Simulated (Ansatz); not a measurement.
Cost and result for the atomization energy of GeH$_{5}$O$_{2}$P (`O[P](O)[GeH3]`) (9 atoms, 8 bonds).

```json
{"atom": "O1", "x (Å)": "-0.531", "y (Å)": "-1.025", "z (Å)": "1.390"}
{"atom": "P2", "x (Å)": "-1.195", "y (Å)": "-0.044", "z (Å)": "0.234"}
{"atom": "O3", "x (Å)": "-0.991", "y (Å)": "1.460", "z (Å)": "0.853"}
{"atom": "Ge4", "x (Å)": "0.688", "y (Å)": "-0.161", "z (Å)": "-1.164"}
{"atom": "H5", "x (Å)": "-1.216", "y (Å)": "-1.391", "z (Å)": "1.957"}
{"atom": "H6", "x (Å)": "-0.087", "y (Å)": "1.663", "z (Å)": "1.121"}
{"atom": "H7", "x (Å)": "0.974", "y (Å)": "-1.608", "z (Å)": "-1.591"}
{"atom": "H8", "x (Å)": "0.458", "y (Å)": "0.705", "z (Å)": "-2.414"}
{"atom": "H9", "x (Å)": "1.898", "y (Å)": "0.401", "z (Å)": "-0.386"}
```

The species carries charge 0 and has multiplicity 1. Correlated methods include outer-core shells of Ge, which these sets cover unevenly. Scalar relativity is left out up to krypton. The geometry is a stationary point of PBE0-D4/def2-TZVP. It is one conformer, not always the lowest. Program: Ansatz. All runs use 4 threads of a server CPU on a shared host. Times are those of one run each, without the atoms' runs, and a repeat can differ threefold. Electronic energies, without spin–orbit coupling; frozen cores. CCSD(T)/CBS adds CCSD(T) − MP2 in def2-TZVPP to the MP2 limit, and its time is that of the two runs behind it. T1 = 0.014. With those shells the extrapolation isn't a true limit.

CCSD(T)/CBS is a level of theory with its own doubt, some kJ/mol a heavy atom from the limit and from the frozen cores, so smaller differences don't rank the functionals.

```json
{"level": "B97M-V/def2-TZVPP", "functions": "222", "atomization (kcal/mol)": "672.2", "difference from CCSD(T)/CBS": "2.6", "per bond": "0.3"}
{"level": "CCSD(T)/def2-TZVPP", "functions": "222", "atomization (kcal/mol)": "647.0", "difference from CCSD(T)/CBS": "-22.6", "per bond": "-2.8"}
{"level": "revPBE-D4/def2-TZVPP", "functions": "222", "atomization (kcal/mol)": "656.7", "difference from CCSD(T)/CBS": "-12.9", "per bond": "-1.6"}
{"level": "CAM-B3LYP-D4/def2-TZVPP", "functions": "222", "atomization (kcal/mol)": "669.0", "difference from CCSD(T)/CBS": "-0.6", "per bond": "-0.1"}
{"level": "MP2/def2-QZVPP", "functions": "423", "atomization (kcal/mol)": "667.4", "difference from CCSD(T)/CBS": "-2.2", "per bond": "-0.3"}
{"level": "ωB97M-V/def2-TZVPP (with forces)", "functions": "222", "atomization (kcal/mol)": "669.4", "difference from CCSD(T)/CBS": "-0.2", "per bond": "0.0"}
{"level": "CCSD(T)/CBS(def2)", "functions": "–", "atomization (kcal/mol)": "669.6", "difference from CCSD(T)/CBS": "0.0", "per bond": "0.0"}
{"level": "LDA (SPW92)/def2-TZVPP", "functions": "222", "atomization (kcal/mol)": "782.0", "difference from CCSD(T)/CBS": "112.4", "per bond": "14.0"}
{"level": "B2PLYP/def2-TZVPP", "functions": "222", "atomization (kcal/mol)": "655.7", "difference from CCSD(T)/CBS": "-13.9", "per bond": "-1.7"}
{"level": "r2SCANh-D4/def2-TZVPP", "functions": "222", "atomization (kcal/mol)": "659.8", "difference from CCSD(T)/CBS": "-9.8", "per bond": "-1.2"}
{"level": "BLYP-D4/def2-TZVPP", "functions": "222", "atomization (kcal/mol)": "667.7", "difference from CCSD(T)/CBS": "-1.9", "per bond": "-0.2"}
{"level": "PBE-QIDH/def2-TZVPP", "functions": "222", "atomization (kcal/mol)": "651.9", "difference from CCSD(T)/CBS": "-17.7", "per bond": "-2.2"}
{"level": "CCSD(T)/def2-SVP", "functions": "103", "atomization (kcal/mol)": "597.8", "difference from CCSD(T)/CBS": "-71.8", "per bond": "-9.0"}
```

Question: Order the runs by time, with rough figures. (Estimate.)

Answer: Computed: LDA (SPW92)/def2-TZVPP 0.8 s; BLYP-D4/def2-TZVPP 1.1 s; revPBE-D4/def2-TZVPP 1.2 s; CAM-B3LYP-D4/def2-TZVPP 2.3 s; r2SCANh-D4/def2-TZVPP 2.6 s; B2PLYP/def2-TZVPP 3.3 s; PBE-QIDH/def2-TZVPP 3.3 s; CCSD(T)/def2-SVP 3.4 s; B97M-V/def2-TZVPP 4.7 s; ωB97M-V/def2-TZVPP (with forces) 6 s; MP2/def2-QZVPP 13 s; CCSD(T)/def2-TZVPP 63 s; CCSD(T)/CBS(def2) 75 s.

From BLYP to BHLYP (50 % exact exchange), in def2-TZVPP and without D4, the atomization energy moves by −25.7 kcal/mol: exact exchange takes away binding that semilocal exchange gives to molecules. In def2-TZVPP, CCSD(T) changes the Hartree–Fock value by +210.7 kcal/mol (the triples alone add +12.1 kcal/mol) and MP2 by +217.7 kcal/mol; breaking electron pairs costs correlation energy, which Hartree–Fock lacks. At CCSD(T), def2-SVP lies −71.8 kcal/mol from the extrapolated value and def2-TZVPP −22.6 kcal/mol: correlation converges slowly with the basis, and small sets miss more of it in the bonded molecule than in its fragments.
